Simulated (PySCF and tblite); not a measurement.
The numbers below are computed, except where a source is named.
C₇H₁₄Si, numbered as in [CH2:1]=[C:2]1[CH2:3][CH2:4][CH2:5][CH2:6][C@@H:7]1[SiH3:8].

Level: PBE0-D3(BJ)/def2-SVP (IEF-PCM, chloroform)//GFN2-xTB, thermal terms from GFN2-xTB, symmetry numbers and mirror pairs counted. Conformers within 3 kcal/mol (GFN2-xTB free energy) were kept, 8 at most. Of two unlike H on one atom, a is the less shielded (KT3/pcSseg-1 (IEF-PCM, chloroform)). Run with PySCF (density fitting) and tblite.

An NOE distance is ⟨r⁻⁶⟩^(−1/6) over all pairs of like atoms and, for the average, over conformers.

The 6-ring runs over atoms 2–3–4–5–6–7.

```
conformer                                                        shape  weight %
        1                                     6-ring chair (Si8 axial)      86.5
        2                   6-ring chair (all substituents equatorial)      13.1
        3  6-ring twist-boat (ring torsions 32, 30, -67, 37, 27, -64°)       0.4
```

(1) Which H–H contacts under 3.5 Å would NOEs report (pairs on one atom left out) at 298.15 K?

(2) Which contact betrays a minor conformer?

Answers

(1) 
```json
{"pair": "H6b ··· H7", "in 1 (Å)": "2.38", "in 2 (Å)": "2.48", "in 3 (Å)": "2.35", "average (Å)": "2.40"}
{"pair": "H1a ··· H7", "in 1 (Å)": "2.35", "in 2 (Å)": "3.56", "in 3 (Å)": "2.50", "average (Å)": "2.41"}
{"pair": "H1b ··· H3b", "in 1 (Å)": "2.37", "in 2 (Å)": "3.46", "in 3 (Å)": "2.41", "average (Å)": "2.42"}
{"pair": "H3a ··· H4a", "in 1 (Å)": "2.46", "in 2 (Å)": "2.47", "in 3 (Å)": "2.34", "average (Å)": "2.46"}
{"pair": "H5b ··· H6b", "in 1 (Å)": "2.45", "in 2 (Å)": "2.47", "in 3 (Å)": "2.53", "average (Å)": "2.46"}
{"pair": "H3b ··· H4b", "in 1 (Å)": "2.47", "in 2 (Å)": "2.47", "in 3 (Å)": "2.35", "average (Å)": "2.47"}
{"pair": "H4a ··· H5a", "in 1 (Å)": "2.49", "in 2 (Å)": "2.47", "in 3 (Å)": "2.35", "average (Å)": "2.48"}
{"pair": "H4b ··· H5b", "in 1 (Å)": "2.48", "in 2 (Å)": "2.47", "in 3 (Å)": "2.33", "average (Å)": "2.48"}
{"pair": "H5a ··· H6a", "in 1 (Å)": "2.48", "in 2 (Å)": "2.47", "in 3 (Å)": "2.54", "average (Å)": "2.48"}
{"pair": "H4a ··· H5b", "in 1 (Å)": "2.49", "in 2 (Å)": "3.05", "in 3 (Å)": "3.02", "average (Å)": "2.53"}
{"pair": "H5b ··· H6a", "in 1 (Å)": "2.48", "in 2 (Å)": "3.05", "in 3 (Å)": "3.04", "average (Å)": "2.53"}
{"pair": "H3b ··· H4a", "in 1 (Å)": "2.50", "in 2 (Å)": "3.05", "in 3 (Å)": "2.66", "average (Å)": "2.54"}
{"pair": "H6a ··· H7", "in 1 (Å)": "2.51", "in 2 (Å)": "3.04", "in 3 (Å)": "3.04", "average (Å)": "2.55"}
{"pair": "H4b ··· H6b", "in 1 (Å)": "2.53", "in 2 (Å)": "4.29", "in 3 (Å)": "4.26", "average (Å)": "2.59"}
{"pair": "H3a ··· H5a", "in 1 (Å)": "2.56", "in 2 (Å)": "4.29", "in 3 (Å)": "3.76", "average (Å)": "2.62"}
{"pair": "H5a ··· H6b", "in 1 (Å)": "3.05", "in 2 (Å)": "2.48", "in 3 (Å)": "2.45", "average (Å)": "2.91"}
{"pair": "H3a ··· H4b", "in 1 (Å)": "3.05", "in 2 (Å)": "2.50", "in 3 (Å)": "3.02", "average (Å)": "2.92"}
{"pair": "H4b ··· H5a", "in 1 (Å)": "3.05", "in 2 (Å)": "2.50", "in 3 (Å)": "2.67", "average (Å)": "2.92"}
{"pair": "H1b ··· H3a", "in 1 (Å)": "3.39", "in 2 (Å)": "2.35", "in 3 (Å)": "3.51", "average (Å)": "3.01"}
{"pair": "H5a ··· H8", "in 1 (Å)": "2.97", "in 2 (Å)": "5.48", "in 3 (Å)": "5.49", "average (Å)": "3.04"}
{"pair": "H3a ··· H8", "in 1 (Å)": "2.98", "in 2 (Å)": "5.60", "in 3 (Å)": "3.24", "average (Å)": "3.05"}
{"pair": "H7 ··· H8", "in 1 (Å)": "3.09", "in 2 (Å)": "3.11", "in 3 (Å)": "3.14", "average (Å)": "3.09"}
{"pair": "H6a ··· H8", "in 1 (Å)": "3.23", "in 2 (Å)": "3.37", "in 3 (Å)": "3.19", "average (Å)": "3.25"}
{"pair": "H3b ··· H7", "in 1 (Å)": "4.23", "in 2 (Å)": "2.48", "in 3 (Å)": "4.20", "average (Å)": "3.34"}
{"pair": "H5b ··· H7", "in 1 (Å)": "4.27", "in 2 (Å)": "2.50", "in 3 (Å)": "2.65", "average (Å)": "3.36"}
{"pair": "H4a ··· H6a", "in 1 (Å)": "4.29", "in 2 (Å)": "2.56", "in 3 (Å)": "2.82", "average (Å)": "3.44"}
{"pair": "H3b ··· H5b", "in 1 (Å)": "4.29", "in 2 (Å)": "2.57", "in 3 (Å)": "3.79", "average (Å)": "3.45"}
```

Longer pairs under the limit may be missing.

(2) H5b ··· H7: 4.27 Å in the leading conformer but 3.36 Å on average, because conformer 2 (13.1 %) brings it to 2.50 Å and r⁻⁶ weighs short distances heavily.
